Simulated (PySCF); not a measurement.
## Ionisation energy of In²³⁺ by level of theory

In²³⁺ [Ar] 3d8 (3F) → In²⁴⁺ [Ar] 3d7 (4F), as a difference of total energies. Calculation: PySCF 2.14, in an even-tempered Gaussian basis (19 s from 2.7 bohr⁻², ratio 2.5; 13 p from 3.5 bohr⁻², ratio 2.5; 8 d from 3.5 bohr⁻², ratio 2.5; 4 f from 16 bohr⁻², ratio 2.7; 3 g from 24 bohr⁻², ratio 2.7); scalar relativity by spin-free X2C-1e. Correlated levels: outer shells: [Ne] frozen; virtual orbitals above 40 to 60 times the deepest correlated orbital energy dropped. The calculations carry no spin-orbit coupling.

```
                method  ionisation energy (eV)
                   UHF                  1182.9
                   LDA                  1184.5
                   PBE                  1184.1
                  PBE0                  1184.4
                r2SCAN                  1185.1
                  BLYP                  1184.0
                  BP86                  1184.5
    MP2 (outer shells)                  1184.5
SCS-MP2 (outer shells)                  1184.4
```

A first-order spin-orbit estimate (lowest level to lowest level, LS coupling) adds -0.162 eV.

Breit and QED terms and the two-electron picture change are absent.

For comparison: 1181 ± 4 eV (theoretical estimate listed by NIST; NIST Atomic Spectra Database, ionization energies).
